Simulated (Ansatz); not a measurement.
Correlation energies of chlorotrimethylsilane by basis set

```xyz
14

C     0.507    1.002   -1.386
Si    0.349   -0.199    0.028
C     0.080    0.683    1.646
C    -0.982   -1.460   -0.292
Cl    2.152   -1.224    0.174
H     1.320    1.710   -1.209
H    -0.420    1.571   -1.508
H     0.711    0.479   -2.322
H     0.891    1.387    1.847
H     0.036   -0.028    2.475
H    -0.860    1.241    1.625
H    -1.958   -0.972   -0.377
H    -1.035   -2.187    0.521
H    -0.791   -2.003   -1.221
```

The species carries charge 0 and has multiplicity 1. All single points use the PBE0-D4/def2-TZVP geometry. Frozen core, restricted reference, the Gaussian-basis code of Ansatz. CBS rows extrapolate triple and quadruple zeta; past MP2 they add the triple-zeta difference.

```csv
basis,HF (Eh),MP2 corr.
def2-SVP,-867.04954,-0.66737
def2-TZVPP,-867.44472,-0.84994
def2-QZVPP,-867.47222,-0.91283
```

(1) Estimate the CCSD correlation energy and the (T) correction in each basis where they were run (hartree).

Results:

(1) 
| basis | CCSD corr. | (T) |
| --- | --- | --- |
| def2-SVP | -0.73608 | -0.01955 |
| def2-TZVPP | -0.91487 | -0.03602 |
| CBS(def2) | -1.02435 | as TZ |
